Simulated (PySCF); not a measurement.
Compound: C6H7F3.
SMILES with atom numbers: `[F:1][C:2]([F:3])([F:4])[CH:5]=[C:6]1[CH2:7][CH2:8][CH2:9]1` (hydrogens: H10 on C5; H11, H12 on C7; H13, H14 on C8; H15, H16 on C9)

The closed-shell SCF was solved with PySCF and density fitting under several settings on one GFN2-xTB geometry (grid level 2 and gas phase unless stated).

```csv
settings,basis functions,SCF cycles,E (Eh),HOMO (eV),LUMO (eV),dipole (D)
PBE0/pcSseg-1,188,14,-531.7377,-7.81,-0.63,3.30
PBE0/def2-SVPD,245,14,-531.4238,-7.84,-0.69,3.43
"PBE0/pcSseg-1, IEF-PCM water, grid level 3, energy threshold 1e-08 Eh",188,9,-531.7430,-7.63,-0.43,3.96
BHandHLYP/STO-3G,52,11,-524.9646,-6.97,4.06,2.07
```

Task: Estimate the row for these settings: HCTH407/IGLO-II, start guess huckel.

Result: 
```tsv
settings	basis functions	SCF cycles	E (Eh)	HOMO (eV)	LUMO (eV)	dipole (D)
HCTH407/IGLO-II, start guess huckel	240	18	-532.3956	-6.73	-1.68	3.16
```

Task: Over all rows, what range does the HOMO–LUMO gap span?

Result: From 5.05 eV (HCTH407/IGLO-II, start guess huckel) to 11.03 eV (BHandHLYP/STO-3G). The functional of the narrowest has no exact exchange, that of the widest 50 % exact exchange.

Task: And the dipole moment?

Result: From 2.07 D (BHandHLYP/STO-3G) to 3.96 D (PBE0/pcSseg-1, IEF-PCM water, grid level 3, energy threshold 1e-08 Eh); the largest is 1.91 times the smallest, and the median is 3.30 D.

Task: Compare two rows with the functional PBE0: PBE0/pcSseg-1 and PBE0/def2-SVPD. Which energy is lower, and by how much?

Result: PBE0/pcSseg-1 (188 functions) lies 0.3139 Eh or 197 kcal/mol below PBE0/def2-SVPD (245 functions). The smaller set gives the lower energy; the two sets aren't nested, so the variational bound doesn't order them by size.

Cycle counts include a coarse-grid stage where the run had one. Geometry: GFN2-xTB; no vibrations or thermal averaging.

The values belong to the conformer `[F:1][C:2]([F:3])([F:4])[CH:5]=[C:6]1[CH2:7][CH2:8][CH2:9]1`: F1–C2–C5–C6 21°.
